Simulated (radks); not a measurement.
Task: These are the eigenvalues of the occupied orbitals of an atom or ion with whole-number occupations (hartree). Method: scalar-relativistic Kohn-Sham, LB94 model potential, spin-polarised, spherical densities, finite nucleus; Fermi nuclear charge, rms radius of each element as measured or else 0.836 A^(1/3) + 0.57 fm; computed with a radial shooting solver on a logarithmic mesh with Libxc functionals.

| orbital | eigenvalue |
|---|---|
| 1s down | -1744.981 |
| 1s up | -1744.692 |
| 2s up | -419.7557 |
| 2s down | -418.4807 |
| 2p up | -399.1568 |

Which element is it, and in what charge state? The configuration may be excited. Open shells, if any, are filled with parallel spins first.

Result: Z = 59, praseodymium, charge +54: Pr54+ in [He] 2s2 2p1. The list shows which subshells hold electrons but not how many an open one holds; the 1s level, -1745 hartree, gives Z - s = 59.1 by -(Z - s)^2/2, which with screening and relativity narrows Z to a few neighbours, and the depths of the outer levels then fix element, charge and occupations together.
